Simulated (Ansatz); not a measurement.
A calculation with Ansatz (development build ahead of 0.2.0).

```yaml
crystal:
  periodic: [false, false, false]
  atoms:
    - { symbol: Pt, position_ang: [0.0, 0.0, 0.0] }
    - { symbol: Cl, position_ang: [2.32, 0.0, 0.0] }
    - { symbol: Cl, position_ang: [-2.32, 0.0, 0.0] }
    - { symbol: Cl, position_ang: [0.0, 2.32, 0.0] }
    - { symbol: Cl, position_ang: [0.0, -2.32, 0.0] }
basis:
  gaussian: { orbitals: def2-TZVPP }
total_charge: -2
hamiltonian:
  xc: pbe0
```

The input is written out in the form of the current development build from the run's settings. The basis set brings a core potential for Pt, so the total leaves out those core electrons.

Results

```yaml
Converged: yes
Total_energy: -1959.79883 hartree
Spin_squared_of_the_determinant: 0.000
Stability_test: minimum among restricted orbitals
```

Caution: no unrestricted run beside it, a lower state can exist; no diffuse functions for an anion; other spin multiplicities were not run.
